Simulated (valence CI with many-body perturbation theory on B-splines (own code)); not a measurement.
## E1 line list for Pm28+

Computed by configuration interaction combined with many-body perturbation theory (CI+MBPT): five valence electrons over a frozen Dirac-Fock core [Ar] 3d10, a basis of 11 s, 11 p, 10 d, 8 f, 5 g, 2 h functions for each j, with the one-electron correlation potential Σ1 (screened to all orders), the two-electron term Σ2, the three-electron term Σ3, Breit, model QED; selected single and double excitations, second order for the rest, scaled by the run's own slope (own B-spline code, finite nucleus).

The last digits are not significant, and no measured levels were compared; by estimate large intervals hold to a few tenths of a per cent, small ones and those within an open d or f shell to about a per cent. Among the levels kept, up to 2100 cm⁻¹ of a level comes from second order outside the variational space, and about a tenth of that is noise between levels of different J, which matters for small intervals.

Lines 1 to 50 of 560 in falling wavelength, among levels below 2498600 cm⁻¹, chosen from the strongest by gf and those to the six lowest levels. Wavelengths and rates use the calculated energies. Electric multipoles are in the length gauge, E1 and E2 with the static RPA response of the core. Weak lines are less certain than strong ones. Lines between different terms over intervals too small for the method are left out, as are lines whose strength nearly cancels. Where a level lies close to another of its J and parity, the split of strength between their lines is uncertain. The highest levels of a list are the least certain.

Levels are named by their leading jj configuration (3d3/2^4 stands for four electrons in 3d with j = 3/2), which in mixed levels can hold well under half, so a name can repeat and another be missing. Letters in brackets count levels of one name in rising energy.

| λ vac (nm) | Upper | Lower | A (s⁻¹) | log gf | Branch % |
| --- | --- | --- | --- | --- | --- |
| 34.85 | (4s 4p1/2^2 4p3/2^2) J=3/2 | (4s^2 4p3/2^3) J=3/2 | 5.08e+07 | -2.43 | 0.1 |
| 27.39 | (4s^2 4p1/2^2 4d3/2) J=3/2 | (4s^2 4p3/2^3) J=3/2 | 9.81e+07 | -2.36 | 0.1 |
| 21.09 | (4s 4p1/2 4p3/2^3) J=3/2 [a] | (4s^2 4p3/2^3) J=3/2 | 2.63e+08 | -2.15 | 0.6 |
| 20.28 | (4s 4p1/2^2 4p3/2^2) J=5/2 | (4s^2 4p1/2 4p3/2^2) J=5/2 | 2.88e+09 | -0.97 | 17.8 |
| 19.77 | (4s 4p1/2 4p3/2^2 4d5/2) J=11/2 | (4s^2 4p3/2^2 4d5/2) J=9/2 | 5.57e+09 | -0.41 | 28.2 |
| 19.70 | (4s 4p1/2^2 4p3/2 4d5/2) J=9/2 | (4s^2 4p1/2 4p3/2 4d5/2) J=7/2 [a] | 4.76e+09 | -0.56 | 66.5 |
| 19.48 | (4s 4p1/2 4p3/2^3) J=5/2 | (4s^2 4p3/2^3) J=3/2 | 4.53e+09 | -0.81 | 19.0 |
| 19.38 | (4s 4p1/2 4p3/2^2 4d5/2) J=9/2 [c] | (4s^2 4p3/2^2 4d5/2) J=7/2 | 3.54e+09 | -0.70 | 23.2 |
| 19.03 | (4s 4p1/2^2 4p3/2^2) J=5/2 | (4s^2 4p1/2 4p3/2^2) J=3/2 | 5.33e+09 | -0.76 | 33.0 |
| 18.41 | (4s^2 4p1/2 4p3/2 4d3/2) J=1/2 [a] | (4s^2 4p3/2^3) J=3/2 | 2.15e+09 | -1.66 | 4.3 |
| 18.40 | (4s^2 4p1/2 4p3/2 4d3/2) J=3/2 | (4s^2 4p3/2^3) J=3/2 | 1.91e+09 | -1.41 | 9.8 |
| 18.32 | (4s 4p1/2^2 4p3/2^2) J=1/2 | (4s^2 4p1/2 4p3/2^2) J=1/2 | 1.00e+10 | -1.00 | 15.8 |
| 17.71 | (4s 4p1/2^2 4p3/2^2) J=3/2 | (4s^2 4p1/2 4p3/2^2) J=5/2 | 6.33e+09 | -0.92 | 16.6 |
| 17.60 | (4s^2 4p1/2 4p3/2 4d3/2) J=5/2 [a] | (4s^2 4p3/2^3) J=3/2 | 3.68e+08 | -1.99 | 4.0 |
| 17.11 | (4s 4p1/2 4p3/2^2 4d5/2) J=9/2 [d] | (4s^2 4p3/2^2 4d5/2) J=9/2 | 4.65e+09 | -0.69 | 9.5 |
| 16.93 | (4p1/2^2 4p3/2^3) J=3/2 | (4s 4p1/2 4p3/2^3) J=5/2 | 1.92e+10 | -0.48 | 21.8 |
| 16.84 | (4s 4p1/2^2 4p3/2 4d3/2) J=5/2 [b] | (4s^2 4p1/2 4p3/2 4d3/2) J=7/2 | 6.84e+09 | -0.76 | 11.2 |
| 16.76 | (4s 4p1/2^2 4p3/2^2) J=3/2 | (4s^2 4p1/2 4p3/2^2) J=3/2 | 2.02e+09 | -1.47 | 5.3 |
| 16.76 | (4s 4p1/2^2 4p3/2 4d5/2) J=7/2 [b] | (4s^2 4p1/2 4p3/2 4d5/2) J=9/2 | 9.44e+09 | -0.50 | 16.3 |
| 16.59 | (4s^2 4p1/2 4p3/2 4d3/2) J=1/2 [b] | (4s^2 4p3/2^3) J=3/2 | 3.16e+09 | -1.58 | 2.4 |
| 15.97 | (4p1/2^2 4p3/2^2 4d3/2) J=5/2 | (4s 4p1/2 4p3/2^2 4d3/2) J=7/2 [a] | 1.09e+10 | -0.60 | 25.1 |
| 15.96 | (4s 4p1/2 4p3/2^3) J=3/2 [b] | (4s^2 4p3/2^3) J=3/2 | 4.48e+09 | -1.16 | 1.9 |
| 15.56 | (4s^2 4p1/2^2 4d3/2) J=3/2 | (4s^2 4p1/2 4p3/2^2) J=5/2 | 3.52e+09 | -1.29 | 4.1 |
| 15.04 | (4s^2 4p1/2 4p3/2 4d5/2) J=5/2 [a] | (4s^2 4p3/2^3) J=3/2 | 9.95e+08 | -1.69 | 0.3 |
| 14.86 | (4s^2 4p1/2 4p3/2 4d5/2) J=3/2 [a] | (4s^2 4p3/2^3) J=3/2 | 4.80e+08 | -2.20 | 0.1 |
| 14.82 | (4s^2 4p1/2^2 4d3/2) J=3/2 | (4s^2 4p1/2 4p3/2^2) J=3/2 | 1.45e+09 | -1.72 | 1.7 |
| 14.25 | (4s^2 4p1/2 4p3/2 4d3/2) J=5/2 [b] | (4s^2 4p3/2^3) J=3/2 | 1.34e+09 | -1.61 | 0.3 |
| 14.16 | (4s^2 4p1/2^2 4d5/2) J=5/2 | (4s^2 4p1/2 4p3/2^2) J=5/2 | 3.18e+08 | -2.24 | 0.3 |
| 14.07 | (4s 4p1/2 4p3/2^3) J=3/2 [a] | (4s^2 4p1/2 4p3/2^2) J=1/2 | 5.05e+08 | -2.22 | 1.1 |
| 14.03 | (4s^2 4p1/2 4p3/2 4d5/2) J=3/2 [b] | (4s^2 4p3/2^3) J=3/2 | 3.70e+09 | -1.36 | 0.8 |
| 13.66 | (4s 4p1/2 4p3/2^2 4d5/2) J=9/2 [a] | (4s^2 4p1/2 4p3/2 4d5/2) J=7/2 [a] | 8.15e+09 | -0.64 | 51.0 |
| 13.54 | (4s^2 4p1/2^2 4d5/2) J=5/2 | (4s^2 4p1/2 4p3/2^2) J=3/2 | 9.07e+08 | -1.82 | 1.0 |
| 13.36 | (4s 4p1/2 4p3/2^2 4d5/2) J=9/2 [b] | (4s^2 4p1/2 4p3/2 4d5/2) J=7/2 [a] | 1.16e+10 | -0.51 | 68.9 |
| 13.30 | (4s 4p1/2 4p3/2^3) J=3/2 [a] | (4s^2 4p1/2 4p3/2^2) J=5/2 | 1.96e+09 | -1.68 | 4.5 |
| 13.24 | (4s^2 4p1/2 4p3/2 4d5/2) J=3/2 [c] | (4s^2 4p3/2^3) J=3/2 | 1.24e+09 | -1.89 | 0.7 |
| 13.24 | (4s^2 4p1/2 4p3/2 4d5/2) J=5/2 [b] | (4s^2 4p3/2^3) J=3/2 | 6.51e+08 | -1.99 | 0.1 |
| 13.22 | (4s 4p1/2 4p3/2^2 4d5/2) J=9/2 [c] | (4s^2 4p1/2 4p3/2 4d5/2) J=9/2 | 7.53e+09 | -0.70 | 49.5 |
| 13.20 | (4s 4p1/2^2 4p3/2^2) J=5/2 | (4s^2 4p1/2^2 4p3/2) J=3/2 | 7.96e+09 | -0.90 | 49.2 |
| 13.19 | (4s 4p1/2 4p3/2^2 4d5/2) J=11/2 | (4s^2 4p1/2 4p3/2 4d5/2) J=9/2 | 1.42e+10 | -0.35 | 71.8 |
| 12.87 | (4s 4p1/2^2 4p3/2 4d3/2) J=3/2 [b] | (4s^2 4p1/2^2 4d3/2) J=3/2 | 2.08e+10 | -0.68 | 39.0 |
| 12.86 | (4s^2 4p1/2 4p3/2 4d5/2) J=1/2 | (4s^2 4p3/2^3) J=3/2 | 1.31e+09 | -2.19 | 0.4 |
| 12.82 | (4s^2 4p1/2 4p3/2 4d3/2) J=1/2 [a] | (4s^2 4p1/2 4p3/2^2) J=1/2 | 7.84e+09 | -1.41 | 15.8 |
| 12.82 | (4s^2 4p1/2 4p3/2 4d3/2) J=3/2 | (4s^2 4p1/2 4p3/2^2) J=1/2 | 1.36e+09 | -1.87 | 7.0 |
| 12.77 | (4s^2 4p1/2 4p3/2 4f7/2) J=9/2 [a] | (4s^2 4p3/2^2 4d5/2) J=9/2 | 9.56e+09 | -0.63 | 4.7 |
| 12.76 | (4s 4p1/2 4p3/2^3) J=3/2 [a] | (4s^2 4p1/2 4p3/2^2) J=3/2 | 3.05e+10 | -0.53 | 69.4 |
| 12.69 | (4s 4p3/2^3 4d5/2) J=9/2 | (4s^2 4p3/2^2 4d5/2) J=9/2 | 1.65e+10 | -0.40 | 7.0 |
| 12.69 | (4s 4p3/2^3 4d3/2) J=3/2 | (4s^2 4p3/2^2 4d3/2) J=5/2 | 2.02e+10 | -0.71 | 3.4 |
| 12.66 | (4s 4p1/2^2 4p3/2 4d5/2) J=7/2 [a] | (4s^2 4p1/2^2 4d5/2) J=5/2 | 8.85e+09 | -0.77 | 7.5 |
| 12.64 | (4s 4p1/2 4p3/2^3) J=5/2 | (4s^2 4p1/2 4p3/2^2) J=5/2 | 1.87e+10 | -0.57 | 78.7 |
| 12.63 | (4s 4p1/2 4p3/2^2 4d5/2) J=5/2 [g] | (4s^2 4p1/2 4p3/2 4d5/2) J=3/2 [c] | 1.27e+10 | -0.74 | 9.0 |
